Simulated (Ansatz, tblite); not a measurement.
Removing and adding an electron: (MeSi)4O6 adamantane (C₄H₁₂O₆Si₄). Total charge 0; singlet. Geometry: r2SCAN-D4/def2-SVP. Ansatz, gas phase; energy differences of separate SCF runs; the oxidised species was run as a doublet alone; the reduced species was run as a doublet alone.

```xyz
26

Si    0.1097    1.4737    0.9446
C     0.2243    3.0141    1.9312
O     1.5976    0.9251    0.3951
Si    1.6042   -0.4813   -0.5209
C     3.2805   -0.9845   -1.0652
O     0.5526   -0.1873   -1.7955
Si   -1.0114    0.2801   -1.4052
C    -2.0686    0.5725   -2.8737
O    -0.8406    1.6349   -0.4294
O    -1.5975   -0.9252   -0.3950
Si   -0.7023   -1.2726    0.9815
C    -1.4363   -2.6021    2.0077
O    -0.5524    0.1875    1.7954
O     0.8406   -1.6350    0.4293
H    -0.7746    3.3299    2.2680
H     0.6617    3.8244    1.3286
H     0.8579    2.8570    2.8171
H     3.9163   -1.2070   -0.1950
H     3.7538   -0.1788   -1.6463
H     3.2256   -1.8842   -1.6964
H    -1.6513    1.3807   -3.4931
H    -3.0850    0.8592   -2.5644
H    -2.1345   -0.3388   -3.4871
H    -2.4427   -2.3142    2.3470
H    -0.8111   -2.7935    2.8929
H    -1.5166   -3.5346    1.4290
```

The xTB rows come from tblite.

| level | −HOMO (eV) | vertical IE (eV) | −LUMO (eV) | vertical EA (eV) | HOMO–LUMO gap (eV) | IE − EA (eV) |
| --- | --- | --- | --- | --- | --- | --- |
| GFN1-xTB | 11.56 | 13.48 | 3.52 | 1.65 | 8.04 | 11.83 |
| GFN2-xTB | 11.67 | 13.69 | 5.34 | 3.13 | 6.33 | 10.55 |

**Question.** Estimate the rows for PBE-D4/def2-SVP, PBE0-D4/def2-SVP.

**Answer.** 
```tsv
level	−HOMO (eV)	vertical IE (eV)	−LUMO (eV)	vertical EA (eV)	HOMO–LUMO gap (eV)	IE − EA (eV)	remarks
PBE-D4/def2-SVP	6.92	–	-0.48	-2.08	7.40	–	HOMO above zero (-1 doublet)
PBE0-D4/def2-SVP	8.74	10.54	-1.35	-2.50	10.09	13.04	HOMO above zero (-1 doublet)
```

Run but left out: PBE-D4/def2-SVP (charge +1 doublet: an occupied level 0.09 eV above an empty one).   A HOMO above zero means that the electron is unbound at that level or that self-interaction error raises the level; the energy of removing that electron tells which. Raw xTB energy differences between charge states are shifted by several eV; the methods need an empirical correction for them. Sets without diffuse functions give affinities that are too small. A negative affinity means that the extra electron isn't bound; its size then hangs on the basis.
